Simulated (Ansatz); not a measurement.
`CC#[N+][Al-]([Cl])([Cl])[Cl]`, relaxed with RKS PBE-D4/def2-SVP in the Gaussian-basis code of Ansatz from a rough embedded geometry. The force threshold is 0.03 eV/Å; the program also tests the step.

Total charge 0; spin multiplicity 1.

Start:

```xyz
10

C     0.424   -1.031   -2.069
C     0.182   -0.364   -0.743
N    -0.016    0.134    0.300
Al   -0.478    0.925    1.918
Cl   -2.586    0.880    2.317
Cl    0.307    3.032    1.914
Cl    0.611   -0.196    3.516
H     0.312   -2.074   -1.948
H    -0.254   -0.577   -2.833
H     1.498   -0.729   -2.372
```

| step | energy (eV) | largest force (eV/Å) | largest move (Å) |
| --- | --- | --- | --- |
| 1 | -47743.5773 | 3.336 | 0.000 |
| 2 | -47744.0788 | 1.217 | 0.185 |
| 3 | -47744.1524 | 2.263 | 0.087 |
| 4 (rejected) | -47744.0953 | 3.554 | 0.124 |
| 5 | -47744.1906 | 0.118 | 0.048 |
| 6 | -47744.1909 | 0.005 | 0.009 |

End:

```xyz
10

C     0.435   -0.955   -1.993
C     0.151   -0.345   -0.713
N    -0.077    0.146    0.317
Al   -0.454    0.996    2.081
Cl   -2.575    0.851    2.148
Cl    0.359    2.935    1.761
Cl    0.632   -0.291    3.379
H     0.380   -2.058   -1.906
H    -0.303   -0.612   -2.745
H     1.453   -0.668   -2.328
```

Run time 12 s (4 threads of an Arm Neoverse V2 on a shared host); peak host memory 0.19 GiB.
